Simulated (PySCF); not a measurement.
Dissociation curve of BrF, singlet. Each curve is given relative to its own lowest point near equilibrium.

| R / Å | A | B | C |
|---|---|---|---|
| 1.32 | 276.3 | 248.7 | 273.9 |
| 1.40 | 161.3 | 140.9 | 160.1 |
| 1.49 | 80.6 | 67.0 | 80.2 |
| 1.59 | 30.6 | 22.7 | 30.6 |
| 1.64 | 16.3 | 10.8 | 16.3 |
| 1.70 | 5.8 | 2.7 | 5.8 |
| 1.75 | 1.3 | 0.0 | 1.4 |
| 1.82 | 0.0 | 0.8 | 0.0 |
| 1.86 | 1.2 | 3.0 | 1.2 |
| 1.91 | 21.0 | 7.2 | 4.1 |
| 2.04 | 51.9 | 22.6 | 16.9 |
| 2.16 | 64.5 | 39.6 | 32.2 |
| 2.37 | 73.3 | 68.1 | 57.0 |
| 2.61 | 76.4 | 92.3 | 72.4 |
| 2.92 | 77.7 | 113.8 | 81.8 |
| 3.14 | 77.6 | 124.3 | 85.0 |
| 3.53 | 77.6 | 134.9 | 87.8 |
| 3.86 | 77.9 | 138.2 | 88.9 |
| 4.33 | 78.1 | 140.4 | 89.5 |
| 4.71 | 78.2 | 141.2 | 89.6 |
| 5.26 | 78.2 | — | 89.6 |
| 6.18 | 78.3 | — | 89.6 |
| 7.00 | 78.3 | — | 89.6 |

Energies in mEh.

Problem. Which curve belongs to which method? The methods are unrestricted B3LYP/cc-pVDZ (PySCF 2.14.0); unrestricted LDA (SVWN5)/6-31G*, spherical d (PySCF); MP2 on UHF/cc-pVDZ, 10 core orbitals frozen run with PySCF.

Solution. A is UMP2; B is UKS-LDA (SVWN5)/6-31G*; C is UKS-B3LYP.

Dashes: no converged value, or the column stops at the first point that the program doubted or that broke a chosen test of continuity, which isn't proof of a fault.

The unrestricted determinant behind UKS-B3LYP is spin-contaminated at 2.37 to 7.00 Å (<S²> up to 1.0, against 0.00 for a pure singlet). The unrestricted determinant behind UKS-LDA (SVWN5)/6-31G* is spin-contaminated at 2.37 to 4.71, 6.18 to 7.00 Å (<S²> up to 1.0, against 0.00 for a pure singlet). The unrestricted determinant behind UMP2 is spin-contaminated at 1.91 to 7.00 Å (<S²> up to 1.0, against 0.00 for a pure singlet).
